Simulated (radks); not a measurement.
Problem. Ionisation of the antimony ion Sb2+, [Kr] 4d10 5s2 5p1, to [Kr] 4d10 5s2 as the strength of local exchange is varied. All-electron calculation, scalar-relativistic Kohn-Sham, Slater X-alpha exchange (alpha = 2/3 is LDA exchange), no correlation, spin-polarised, spherical densities, finite nucleus; open shells are filled with parallel spins first (spin-orbit coupling, left out, can overturn this in heavy ions); Fermi nuclear charge, rms radius 4.6802 fm. Program: a radial shooting solver on a logarithmic mesh with Libxc functionals.

alpha  E(Sb2+) (hartree)  exchange (hartree)  IE (eV)  -e of the level emptied (eV)  <r> of it (bohr)
0.646        -6465.15141          -154.16152   23.628                   19.500 (5p)             2.521
0.667        -6470.17659          -159.29042   23.860                   19.733 (5p)             2.510
0.688        -6475.20547          -164.42670   24.094                   19.967 (5p)             2.499
0.807        -6503.77254          -193.67148   25.441                   21.318 (5p)             2.438
0.822        -6507.38188          -197.37459   25.614                   21.491 (5p)             2.430
1.015        -6553.99067          -245.35615   27.882                   23.780 (5p)             2.339
?            -6535.84129          -226.63667   26.989                   22.877 (5p)             2.374

Which alpha was used in the last row?

Solution. alpha = 0.94. NIST Atomic Spectra Database: 25.324 eV (measured). The Delta-SCF value meets it near alpha = 0.80. Open shells are spherical and high-spin; term and fine-structure splittings are not resolved. Spin-orbit splitting is averaged out at the scalar-relativistic level.
